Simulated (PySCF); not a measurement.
**Peak assignment**

Numbering as in the mapped SMILES `[CH2:1]=[CH:2][CH2:3][SiH2:4]/[CH:5]=[CH:6]\[SiH3:7]` (H(Xn): hydrogen on atom n). Ha(C1) is cis to C3; Hb(C1) is trans to C3.

No solvent, single conformer, no relativistic terms, fast rotation and ring inversion assumed for equivalent nuclei. Geometry: GFN2-xTB; σ from GIAO-PBE0/pcSseg-1; PySCF 2.14.

Scale: ¹³C, ¹H vs TMS (reference shieldings calculated alike).

Task: Assign these signals to the numbered atoms. ¹³C{¹H} NMR (computed): δ 155.8, 150.7, 144.0, 120.7, 23.2.

Result: 
155.8 → C5, alkene CH: an sp2 carbon of a C=C bond
150.7 → C6, alkene CH
144.0 → C2, alkene CH
120.7 → C1, terminal =CH2 carbon: the olefinic region
23.2 → C3, allylic sp3 CH2 bonded to Si

Task: Assign these signals to the numbered atoms. ¹H NMR (500 MHz, computed): δ 7.48 (m, 1H), 7.21 (m, 1H), 6.20 (m, 1H), 5.37 (m, 1H), 5.32 (m, 1H), 4.42 (m, 2H), 4.17 (d, 3H), 1.89 (m, 2H).

Result: 
| δ (ppm) | atoms | environment | reason |
| --- | --- | --- | --- |
| 7.48 | H(C5) | hydrogen on an alkene CH | olefinic region |
| 7.21 | H(C6) | hydrogen on an alkene CH | – |
| 6.20 | H(C2) | hydrogen on an alkene CH | – |
| 5.37 | Ha(C1) | hydrogen on a terminal =CH2 carbon | attached to an sp2 carbon and in the plane of the double bond |
| 5.32 | Hb(C1) | hydrogen on a terminal =CH2 carbon | – |
| 4.42 | H(Si4) | hydrogen on a silicon bonded to 2 C | – |
| 4.17 | H(Si7) | hydrogen on a silicon bonded to C | – |
| 1.89 | H(C3) | hydrogen on an allylic sp3 CH2 bonded to Si | allylic position |

Ha(C1) and Hb(C1) lie closer than the usual error of such a calculation, so a measured spectrum could show them in the other order.

Shifts are as computed. Against solution values, carbons near 30 ppm lie about +3 ppm off and those near 130 ppm about +5 ppm. Of 1211 compounds with measured shifts, 218 miss one by over three times the rms of a fit or turn the order of signals round; such compounds aren't used in these exercises. No couplings were computed; multiplicities are counted from neighbouring protons, with m where these are inequivalent, close in shift, in a saturated or five-membered ring or joined by F or P, and br s for small geminal =CH2 splittings.
